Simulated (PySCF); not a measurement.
## Heteronuclear NMR

Atom-mapped SMILES (the numbers label the heavy atoms): `[cH:1]1[n:2][c:3]([CH:4]2[CH2:5][SiH2:6][CH2:7]2)[cH:8][nH:9]1`. Hydrogens are named by the atom that carries them. Ha(C5), Ha(Si6), Ha(C7) are cis to C3 on the ring; Hb(C5), Hb(Si6), Hb(C7) are trans to C3 on the ring.

[PySCF 2.14: GFN2-xTB structure; σ from GIAO-PBE0/pcSseg-1; one conformer; no relativistic terms; rapidly exchanging positions averaged; no solvent model]

Question: Predict the ²⁹Si NMR data.

Answer: 
```json
{"atoms": "Si6", "environment": "silicon bonded to 2 C, 2 H, in a 4-membered ring", "σ (ppm)": "380.5", "δ (ppm)": "-32.8"}
```

Shieldings were converted by a linear fit to measured shifts: ²⁹Si: δ = 279.94 − 0.822σ (rms 8.9 ppm, 72 shifts, 25.8 ppm with the 6 outliers that the fit left out vs TMS, solution or neat liquid). Occasional misses reach two or three times the rms, and more in compound classes unlike the fitted ones.

On a 300 MHz spectrometer ²⁹Si resonates near 59.6 MHz, so 1 ppm is 59.6 Hz.

Question: Predict the ¹⁵N NMR data.

Answer: 
```
atoms                         environment  σ (ppm)  δ (ppm)
   N2  pyridine-type nitrogen of an azole    -26.8   -123.4
   N9          pyrrole-type ring nitrogen     93.5   -234.2
```

Shieldings were converted by a linear fit to measured shifts: ¹⁵N: δ = -148.07 − 0.921σ (rms 6.3 ppm, 71 shifts vs CH3NO2, solution or neat liquid). A few per cent of atoms miss by over 2 rms, more outside the fitted compound classes.

On a 600 MHz spectrometer ¹⁵N resonates near 60.8 MHz, so 1 ppm is 60.8 Hz.
